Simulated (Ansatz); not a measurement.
Input file for Ansatz (a first-principles code): U-BLYP/def2-TZVPP on H3Mo (SMILES [MoH3]), 2S+1 = 4, a spin state set in the input, which need not be the lowest. Elements past Kr take the def2 small-core potentials; no spin–orbit coupling.

Ansatz 0.2 input:
```yaml
crystal:
  periodic: [false, false, false]
  atoms:
    - {symbol: Mo, position_ang: [0.40227730, 0.07120110, -0.19138553]}
    - {symbol: H, position_ang: [0.49265057, -0.45270498, 1.42482676]}
    - {symbol: H, position_ang: [-0.46736936, 1.53313720, -0.22003407]}
    - {symbol: H, position_ang: [-0.48554623, -1.08466804, -1.06945131]}
basis:
  gaussian:
    orbitals: def2-TZVPP
hamiltonian:
  xc: {name: BLYP}
magnetization: {spin_polarized: true, initial_magnetization: 3}
```

Output:

```
WARN ansatz: RAYON_NUM_THREADS=1 ignored (pool sized by the plan → 1); use --threads N
Functional definition: BLYP
integrals: 0.02 GiB planned
476 factors; their error is unknown
mean field: 0.26 GiB planned
mean field evaluation 1: about -1898.7960 eV, gradient 1.9e1 eV
mean field evaluation 2: about -1894.4402 eV, gradient 3.5e1 eV
mean field evaluation 4: about -1901.0628 eV, gradient 3.8e0 eV
mean field evaluation 8: about -1901.1421 eV, gradient 5.9e-2 eV
mean field evaluation 16: about -1901.1358 eV, gradient 4.5e-5 eV
mean field -1901.13583156 eV, -69.8654531738 hartree, gradient 4.5e-5 eV, S^2 3.774149; 0 other end points of the search recorded, 0 dependent functions left out
reference -1901.13615713 eV, -69.8654651380 hartree; 10, 7 occupied and 88, 91 virtual orbitals, 476 factors
Total energy: -1901.13615713 eV, -69.8654651380 hartree
```

Self-consistency was reached.

Cost: roughly 1.4 core-seconds.
